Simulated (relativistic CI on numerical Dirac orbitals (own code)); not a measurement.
## Hyperfine structure of Tb XXXVII, mass number 159

Calculated at this level of theory: Dirac-Coulomb-Breit CI, KLI orbitals optimised for each configuration, model QED, unscaled Slater integrals (own radial code, finite nucleus).

Configurations in the expansion (outside the closed core [Ar]): 3d10.4s, 3d10.4p, 3d10.4d, 3d10.4f, 3d10.5s, 3d10.5p, 3d10.5d, 3d10.5f, 3d10.5g, 3d9.4p2, 3d10.6s, 3d10.6p, 3d10.6d, 3d8.4s.4p2, 3d9.4s2, 3d9.4p.4d. Levels of other configurations are missing.

Nuclear spin I = 3/2, μ = 2.009 μN, Q = 1.432 b (tables of Stone and Pyykkö). The electronic factors are computed for point nuclear moments, without core polarisation or the Bohr-Weisskopf and QED corrections.

```tsv
Level	E (Ry)	A (GHz)	B (GHz)
3d10.4s 2S_1/2	0.0000	1186	
3d10.4p 2P°_1/2	5.6291	367	
3d10.4p 2P°_3/2	9.3541	48.35	103
3d10.4d 2D_3/2	18.2656	23.9	17.1
3d10.4d 2D_5/2	19.0461	9.689	21.6
3d10.4f 2F°_5/2	28.6021	4.796	5.33
3d10.4f 2F°_7/2	28.7668	2.627	6.08
3d10.5s 2S_1/2	47.9688	549.1
```

Levels with J = 0, under 50 % of one LS term, or S terms without an open s electron are left out. Small factors come from cancelling terms and can be off by tens of per cent or more.

At this charge energies of transitions that change n are usually good to better than 1 %, and those within a shell (Δn = 0) to a few per cent.

**Question.** Give the hyperfine levels of 3d10.4s 2S_1/2 relative to its centre of gravity.

**Answer.** With K = F(F + 1) − I(I + 1) − J(J + 1), E = AK/2: F = 1: -1483, F = 2: 889.7 GHz.

LS names give the leading component of a level, which can be under half, so a name can repeat, a term be missing and a line seem to break the LS rules.
